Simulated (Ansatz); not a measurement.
AlH6OPSi, SMILES `O[P]([AlH2])[SiH3]`, one more setting.

```yaml
crystal:
  periodic: [false, false, false]
  atoms:
    - {symbol: O, position_ang: [-1.323491, 1.582986, -0.033978]}
    - {symbol: P, position_ang: [-0.787275, 0.212309, 0.774163]}
    - {symbol: Al, position_ang: [1.439347, 0.714381, 1.174888]}
    - {symbol: Si, position_ang: [-0.382262, -1.222982, -0.914596]}
    - {symbol: H, position_ang: [-2.265033, 1.692119, 0.123900]}
    - {symbol: H, position_ang: [1.960358, 2.207930, 1.107282]}
    - {symbol: H, position_ang: [2.357463, -0.506306, 1.602584]}
    - {symbol: H, position_ang: [-1.667878, -1.567490, -1.578437]}
    - {symbol: H, position_ang: [0.549994, -0.725093, -1.965794]}
    - {symbol: H, position_ang: [0.201779, -2.438955, -0.287213]}
basis:
  gaussian: {orbitals: def2-TZVPP}
hamiltonian: {xc: {name: HF}}
output: {forces: true}
```

```sh
$ ansatz run in.yaml --threads 2 --pin off --events-out ev --progress --plain --max-ram 4352MiB
```

Output, abridged:

```
Functional definition: HF
1538 factors; their error is unknown
mean field evaluation 1: about -25848.0228 eV, gradient 3.3e1 eV
mean field evaluation 2: about -25850.0482 eV, gradient 2.2e1 eV
mean field evaluation 4: about -25850.9147 eV, gradient 6.1e-1 eV
mean field evaluation 8: about -25851.1451 eV, gradient 3.3e-1 eV
mean field -25851.14522586 eV, -950.0120645150 hartree, gradient 1.5e-5 eV, S^2 0.000000; 0 other end points of the search recorded, 0 dependent functions left out
reference -25851.14522586 eV, -950.0120645150 hartree; 28, 28 occupied and 213, 213 virtual orbitals, 1538 factors
Total energy: -25851.14522586 eV, -950.0120645150 hartree
Atom 0 at    -1.323491     1.582986    -0.033978 Å, force    -1.112825    -0.409670     0.536777 eV/Å
Atom 1 at    -0.787275     0.212309     0.774163 Å, force    -0.142178     0.459233    -0.291639 eV/Å
Atom 2 at     1.439347     0.714381     1.174888 Å, force     0.292661     0.169469     0.225233 eV/Å
Atom 3 at    -0.382262    -1.222982    -0.914596 Å, force    -0.155795    -0.363039    -0.281720 eV/Å
Atom 4 at    -2.265033     1.692119     0.123900 Å, force     1.155023     0.005668    -0.269581 eV/Å
Atom 5 at     1.960358     2.207930     1.107282 Å, force    -0.016065    -0.154622    -0.001585 eV/Å
Atom 6 at     2.357463    -0.506306     1.602584 Å, force    -0.043333     0.124095    -0.054485 eV/Å
Atom 7 at    -1.667878    -1.567490    -1.578437 Å, force     0.205019     0.043702     0.069802 eV/Å
Atom 8 at     0.549994    -0.725093    -1.965794 Å, force    -0.113067    -0.039041     0.176033 eV/Å
Atom 9 at     0.201779    -2.438955    -0.287213 Å, force    -0.069441     0.164205    -0.108837 eV/Å
Dipole moment:    -0.135964    -0.002113     0.034744 e Å
```

Hardware: 2 threads of an Arm Neoverse V1 on a shared host. Wall time 6 s, peak host memory 0.69 GiB.
